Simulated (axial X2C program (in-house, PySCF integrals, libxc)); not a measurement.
# Correcting the dissociation energy of PdC⁺ for spin–orbit coupling

A spin-free PBE0 curve (one-electron X2C) was computed with an in-house relativistic program for diatomic molecules, basis Pd dyall-cv3z [12s12p8d5f3g], C dyall-v3z [7s6p2d1f] (cores contracted in-house), for the state M_S = 1/2, Λ = 0 (beyond evenly filled blocks: σα). It gives D0 = 3.568 eV to Pd+ + C, which in a spin-free picture are the weighted means of the ground terms.

Measured levels of the ground terms (NIST Handbook of Basic Atomic Spectroscopic Data), in cm⁻¹: Pd+ 2D: J = 5/2 at 0, J = 3/2 at 3539.2; C 3P: J = 0 at 0, J = 1 at 16.4, J = 2 at 43.4.

The molecular state has Λ = 0, so it has no first-order lowering.

Q: How far does each ground level lie under the (2J+1)-weighted mean of its term?

A: Pd+: (6 × 0 + 4 × 3539.2)/10 = 1416 cm⁻¹; C: (1 × 0 + 3 × 16.4 + 5 × 43.4)/9 = 30 cm⁻¹.

Q: Correct D0.

A: D0 = 3.568 + (0 − 1446)/8065.5 = 3.389 eV at PBE0 with these spin–orbit terms.

Second-order spin–orbit effects in the molecule, which grow quickly with Z, are left out. The state is one determinant whose occupation by symmetry is held fixed; it was picked as the lowest of a PBE0 search that is not exhaustive. Dissociation energies refer to the lowest single-determinant-based atoms at the same level and basis. Other states lie close and PBE0, whose exact exchange favours high spin, may order them wrongly; the determinant shown need not be the ground state. The nearest other spin-free determinant of the search, M_S = 1/2, Λ = 1, lies 0.32 eV up at the distance of the search.
